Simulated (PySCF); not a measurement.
Si(Cl)(Me) (CH3ClSi), SMILES C[Si]Cl (connectivity only; charge and spin as stated), neutral, multiplicity 1. Heavy atoms are numbered as in [Si:1]([Cl:2])[CH3:3]. Hydrogens are named by the atom that carries them.

Coordinates come from a B3LYP-D3(BJ)/def2-TZVP optimisation.

Computed with PySCF with PBE0/pcSseg-2.

GIAO shieldings, no solvent; atoms alike by connectivity are averaged. δ = σ(ref) − σ: ²⁹Si against TMS (σ = 341.9 ppm); ³⁵Cl against HCl (σ = 943.3 ppm); ¹³C against TMS (σ = 186.1 ppm); ¹H against TMS (σ = 31.54 ppm), references at their B3LYP-D3(BJ)/def2-TZVP geometries, non-relativistic (without spin–orbit terms, shifts of atoms bonded to Cl or Br come out too high).

```
nucleus     atoms  count  δ (ppm)
-------  --------  -----  -------
²⁹Si          Si1      1    582.9
³⁵Cl          Cl2      1    513.7
¹³C      C3 (CH3)      1     44.3
¹H        H on C3      3     1.47
```
